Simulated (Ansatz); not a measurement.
`[SnH3][SnH3]` + H₂S → `[SH][SnH3]` + `[SnH4]`  (cleavage of the Sn–Sn bond)

Program: Ansatz. Geometries: PBE0-D4/def2-TZVP. ΔE: electronic, gas phase. CCSD(T)/CBS is the MP2 limit (def2-TZVPP, def2-QZVPP) plus CCSD(T) − MP2 in def2-TZVPP, frozen cores. This one scheme is used for every species. Functionals use def2-TZVPP. Elements past krypton have def2 core potentials. For Sn outer-core shells are correlated without core-valence functions, which leaves a few kJ/mol of doubt a bond.

```json
{"level": "B2PLYP", "ΔE (kJ/mol)": "8.4"}
{"level": "BHLYP", "ΔE (kJ/mol)": "6.6"}
```

(1) What does CCSD(T)/CBS give? (An estimate is asked.)

Largest T1 diagnostic among the species: 0.013.

## Answers

(1) The calculation gave: +13.7 kJ/mol. The listed levels differ from it by -5.3, -7.1 kJ/mol.

In def2-TZVPP, CCSD(T) changes the Hartree–Fock value by +8.2 kJ/mol (the triples alone add −0.6 kJ/mol) and MP2 by +10.7 kJ/mol. Leaving LDA and LC-ωPBE aside and taking each functional with its dispersion term where it has one, the values, not all of them listed here, spread over 20.1 kJ/mol, from B97M-V to PBE-D4. LDA lies +3.3 kJ/mol from PBE without D4.
